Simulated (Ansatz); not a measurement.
`[SeH][SiH2][TeH]` + `[Cl][GaH][Cl]` → `[Cl][Ga]([Cl])[SeH]` + `[SiH3][TeH]`  (formal exchange of groups at the Se–Si bond)

Computed with Ansatz on PBE0-D4/def2-TZVP structures; ΔE is electronic, products minus reactants. CCSD(T)/CBS adds triple-zeta CCSD(T) − MP2 to the extrapolated MP2 energy (def2 sets, frozen cores). DFT in def2-TZVPP. HSE06 is defined as in plane-wave codes. def2 core potentials past Kr. For Ga, Se, Te outer-core shells are correlated without core-valence functions, which leaves a few kJ/mol of doubt a bond. Scalar relativity is left out up to krypton. Each species was taken in one conformer, which may not be the lowest.

(1) Is it downhill or uphill in electronic energy at CCSD(T)/CBS, and by how much? (Estimate.)

(2) What do these levels give: PBE-D4, B97M-V, HSE06-D4, BHLYP-D4, ωB97X-V, PBE0, r2SCANh, CAM-B3LYP, RPA@PBE/def2-TZVPP, HF/def2-SVP, HF/def2-TZVPP, SCS-MP2/def2-TZVPP? (An estimate is asked.)

(3) What do rigid-rotor, harmonic-oscillator terms from PBE0-D4/def2-TZVP frequencies (298.15 K, 1 bar) make of the CCSD(T)/CBS value? (Estimate.)

Largest T1 diagnostic among the species: 0.011.

## Answers

(1) Computed: Downhill: ΔE = -0.39 eV.

(2) Computed: PBE-D4 -0.37, B97M-V -0.33, HSE06-D4 -0.38, BHLYP-D4 -0.43, ωB97X-V -0.39, PBE0 -0.39, r2SCANh -0.40, CAM-B3LYP -0.42, RPA@PBE/def2-TZVPP -0.46, HF/def2-SVP -0.52, HF/def2-TZVPP -0.49, SCS-MP2/def2-TZVPP -0.44 eV.

(3) Computed: ΔZPE = +0.02 eV, ΔH = -0.37 eV, ΔS = 5 J/(mol·K), ΔG = -0.38 eV.

In def2-TZVPP, CCSD(T) changes the Hartree–Fock value by +0.04 eV (the triples alone add +0.00 eV) and MP2 by +0.06 eV. At CCSD(T), def2-SVP lies −0.15 eV from the extrapolated value and def2-TZVPP −0.06 eV.
